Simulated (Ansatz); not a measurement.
`F[Si](F)(Br)Br`, relaxed with RKS PBE-D4/def2-SVP in the Gaussian-basis code of Ansatz from a rough embedded geometry. The force threshold is 0.03 eV/Å; the program also tests the step.

Charge 0, multiplicity 1.

Start:

```xyz
5

F    -0.871   -0.052   -1.494
Si   -0.083    0.096   -0.034
F    -0.578    1.427    0.706
Br    2.044    0.200   -0.394
Br   -0.512   -1.670    1.217
```

How much energy does the relaxation release, and in how many steps? (Estimate.)

The calculation gave: 0.07 eV, in 3 steps.

Which bonds change most? (Estimate.)

Computed: F1–Si2 from 1.666 to 1.618 Å; Si2–Br4 from 2.159 to 2.195 Å; Si2–F3 from 1.602 to 1.618 Å; Si2–Br5 from 2.206 to 2.196 Å.

Give the relaxed structure. (An estimate is asked.)

The calculation gave: 
```xyz
5

F    -0.860   -0.050   -1.444
Si   -0.070    0.068   -0.037
F    -0.588    1.414    0.695
Br    2.084    0.236   -0.427
Br   -0.565   -1.668    1.214
```
